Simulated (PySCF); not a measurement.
Delta-SCF ions had no search for a lower state. Excitations are Tamm–Dancoff values on a coarser integration grid. The basis has no diffuse functions, so Rydberg states are missing or too high.

Z-matrix (Å, degrees):
```
C
H 1 1.0856
H 1 1.0856 2 114.44
C 1 1.4588 2 117.99 3 145.65
C 4 1.4588 1 63.18 2 107.79
H 5 1.0856 4 117.99 1 -107.79
H 5 1.0856 6 114.44 4 145.65
S 4 1.5911 1 148.41 2 -72.20
```
Charge 0, multiplicity 1.

**Question.** Estimate the S1 excitation (TDA), HOMO, brightest of the four lowest singlets (TDA), vertical ionisation energy (Delta-SCF) and dipole moment that M06-2X/def2-TZVP // PBE0-D3(BJ)/def2-TZVP (PySCF) returns for this input.

**Answer.** 
```yaml
S1 excitation (TDA): 2.11 eV
HOMO: -7.37 eV
brightest of the four lowest singlets (TDA): 6.42 eV
vertical ionisation energy (Delta-SCF): 8.58 eV
dipole_moment: 2.46 D
```
